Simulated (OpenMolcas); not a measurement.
Ir2+ among 4 point charges of -2 e arranged as a tetrahedron (Td), 1.94 Å from the ion.
```
   1.1201    1.1201    1.1201  -2.00
   1.1201   -1.1201   -1.1201  -2.00
  -1.1201    1.1201   -1.1201  -2.00
  -1.1201   -1.1201    1.1201  -2.00
```

```
Program             : OpenMolcas
Method              : CASSCF
Basis               : ANO-RCC-VDZP [7s6p4d2f]
Scalar Hamiltonian  : DKH2, point nucleus
Active space        : 7 electrons in 5 orbitals (5d)
State averaging     : 2S+1 = 4 even, 10 roots; 2S+1 = 2 even, 40 roots
Spin-orbit coupling : RASSI with atomic mean-field integrals over the reference wave functions
```

Problem. What is the spin-free ground state (labels of Td)?

Solution. 4A2, 1-fold in its orbital part, 100 % from free-ion F terms; it has the highest spin that d7 allows.

Problem. Where is the first state of the same spin?

Solution. 4T2 at 4080 cm-1 above the ground state.

Problem. What are the lowest two levels with spin-orbit coupling?

Solution. A 4-fold level Γ8, then a 4-fold level Γ8 2570 cm-1 above it. Their leading multiplicities are 4 (92 %) and 4 (86 %).

Problem. What is χT at 300 K, and how does it compare with the textbook value?

Solution. The lowest level has 2S+1 = 4, for which the spin-only value is χT = S(S+1) / 2 = 1.875 cm3 K/mol (g = 2). The computed 4.056 at 300 K differs by +2.181, through orbital momentum, spin-orbit coupling and any other state in reach.

Spin-orbit coupling mixes the spin-free states strongly: the lowest level takes only 57 % from its leading state, 4A2. Without dynamic correlation the repulsion within the d shell is too large (B by tens of per cent), so at a given field states of lower spin stand too high. This is an electrostatic model: the charges have no orbitals. No measured value stands beside these numbers.
